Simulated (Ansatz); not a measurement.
Consider the atomization: `Cl[B@H-]1[Br+][B@H-](Cl)[Br+]1` → 2 B• + 2 Br• + 2 Cl• + 2 H•.

Computed with Ansatz on PBE0-D4/def2-TZVP structures; ΔE is electronic, products minus reactants. CCSD(T)/CBS adds triple-zeta CCSD(T) − MP2 to the extrapolated MP2 energy (def2 sets, frozen cores). This one scheme is used for every species, atoms too. For atomizations the MP2-based limit and the directly extrapolated one differ by several kJ/mol either way, and by 10 to 25 for some Ge, Se and Sn compounds, so smaller differences from it don't rank the levels. DFT in def2-TZVPP. Open shells (•) are unrestricted, without spin–orbit coupling. Spin–orbit coupling would lower the free atoms: a little for B, Cl; clearly for Br. Bonds to Br are less sure, by a few kJ/mol each and by 10 to 20 or more in all where they break to atoms, as the def2 sets lack core-valence functions. Scalar relativity is left out up to krypton.

```csv
level,ΔE (kJ/mol)
ωB97M-V,2496.6
LC-ωPBE,2458.4
```

Task: What does CCSD(T)/CBS give? (Estimate.)

Result: Computed: +2488.7 kJ/mol. The listed levels differ from it by 7.9, -30.3 kJ/mol.

Largest T1 diagnostic among the species: 0.014.

From r2SCAN to r2SCAN0 (25 % exact exchange), in def2-TZVPP and without D4, ΔE moves by −45.0 kJ/mol: exact exchange takes away binding that semilocal exchange gives to molecules. The D4 term adds +58.0 kJ/mol with B3LYP and +30.0 kJ/mol with PBE0; it sums over pairs of atoms, weighted by their polarisabilities, and B3LYP, whose exchange is more repulsive, gets the larger term. In def2-TZVPP, CCSD(T) changes the Hartree–Fock value by +598.2 kJ/mol (the triples alone add +63.4 kJ/mol) and MP2 by +718.1 kJ/mol; breaking electron pairs costs correlation energy, which Hartree–Fock lacks.

B3LYP here is the variant with VWN-RPA as its local correlation; programs differ in this.
